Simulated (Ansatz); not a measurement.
Reaction (formal hydrolysis of the Si–S bond): `CS[SiH](Cl)Cl` + H₂O → `O[SiH](Cl)Cl` + CH₃SH

Calculated with Ansatz (gas phase, PBE0-D4/def2-TZVP geometries, no zero-point term in ΔE). CCSD(T)/CBS is the MP2 limit (def2-TZVPP, def2-QZVPP) plus CCSD(T) − MP2 in def2-TZVPP, frozen cores. This one scheme is used for every species. Functionals use def2-TZVPP. Each species was taken in one conformer, which may not be the lowest.

```json
{"level": "LC-ωPBE", "ΔE (kJ/mol)": "-49.2"}
{"level": "HF/def2-SVP", "ΔE (kJ/mol)": "-60.9"}
{"level": "HF/def2-TZVPP", "ΔE (kJ/mol)": "-71.4"}
{"level": "MP2/def2-QZVPP", "ΔE (kJ/mol)": "-37.8"}
```

Q: What does CCSD(T)/CBS give? (Best estimate.)

A: Computed: -40.5 kJ/mol. The listed levels differ from it by -8.7, -20.4, -30.9, 2.7 kJ/mol.

Largest T1 diagnostic among the species: 0.010.

The D4 term adds +12.8 kJ/mol with B3LYP and +7.2 kJ/mol with PBE0; it sums over pairs of atoms, weighted by their polarisabilities, and B3LYP, whose exchange is more repulsive, gets the larger term. From BLYP to BHLYP (50 % exact exchange), in def2-TZVPP and without D4, ΔE moves by −5.6 kJ/mol. Leaving LDA and LC-ωPBE aside and taking each functional with its dispersion term where it has one, the values, not all of them listed here, spread over 25.5 kJ/mol, from CAM-B3LYP-D4 to revPBE-D4.

B3LYP here is the variant with VWN-RPA as its local correlation; programs differ in this.
